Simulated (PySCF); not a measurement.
A calculated (PBE0, PySCF 2.14, def2-TZVPPD, the non-relativistic Hamiltonian (point nucleus)) atom or ion has these occupied shells.

| shell | electrons | orbital energy (eV) | rms radius, mean of both spins (bohr) |
| --- | --- | --- | --- |
| 1s α | 1 | -1529.9 | 0.140 |
| 1s β | 1 | -1529.7 | 0.140 |
| 2s α | 1 | -115.70 | 0.684 |
| 2s β | 1 | -115.26 | 0.684 |
| 2p α | 3 | -75.694 | 0.678 |
| 2p β | 3 | -75.258 | 0.678 |
| 3s α | 1 | -10.501 | 2.68 |
| 3p α | 2 | -4.757 | 3.43 |

Problem. Name the element and its charge.

Solution. Al (aluminium, neutral), in [Ne] 3s1 3p2, high-spin 4P determinant (an excited configuration).
